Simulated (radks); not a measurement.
Values are calculated unless marked as measured or tabulated.
Ionisation of the holmium ion Ho+, [Xe] 4f11 6s1, to Ho2+, [Xe] 4f11, under several functionals. Scalar-relativistic Kohn-Sham, spin-polarised, spherical densities, finite nucleus; open shells are filled with parallel spins first (spin-orbit coupling, left out, can overturn this in heavy ions); a radial shooting solver on a logarithmic mesh with Libxc functionals.

functional            E(Ho+) (hartree)  Exc (hartree)  IE (eV)  -e(HOMO) (eV)  <r> HOMO (bohr)  IE error (eV)
exchange-only r2SCAN       -12612.4044      -266.7056   11.217          6.236           0.8715         -0.564
BP86                       -12616.7132      -271.8857   12.099          8.515           0.8646         +0.318
r2SCAN                     -12616.3069      -270.6631   11.790          7.701           0.8694         +0.009
AM05                       -12607.2362      -262.4024   11.950          8.433           0.8632         +0.169
OLYP                       -12619.6339      -275.0130   11.775          8.468           0.8639         -0.006
MS2 meta-GGA               -12614.5745      -269.3506   11.952          8.107           0.8679         +0.171

NIST Atomic Spectra Database: 11.78 eV (semi-empirical). Closest: OLYP. The Delta-SCF values span 0.88 eV, the total energies 12.40 hartree. The highest occupied level is 4f. Open shells are spherical and high-spin; term and fine-structure splittings are not resolved. Spin-orbit splitting is averaged out at the scalar-relativistic level.
